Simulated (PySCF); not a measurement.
Input file for PySCF: R-B3LYP/3-21G on HF (SMILES F).

```python
from pyscf import gto, scf, dft, mp
from pyscf.data.elements import chemcore

mol = gto.M(
    atom='''
    F     0.83298341   -0.55984759   -0.25489031
    H     0.55077934   -0.32185962    0.60610121
    ''',
    basis='3-21g',
    charge=0, spin=0, verbose=3, max_memory=1800)
mf = dft.RKS(mol, xc='b3lyp')
mf.conv_tol = 1e-8
mf.max_cycle = 100
mf.kernel()
if not mf.converged:
    mf = mf.newton().run(mf.mo_coeff, mf.mo_occ)
```

Output:

```
converged SCF energy = -99.8620595405671
```

The run converged.

Cost: roughly 0.16 core-seconds.
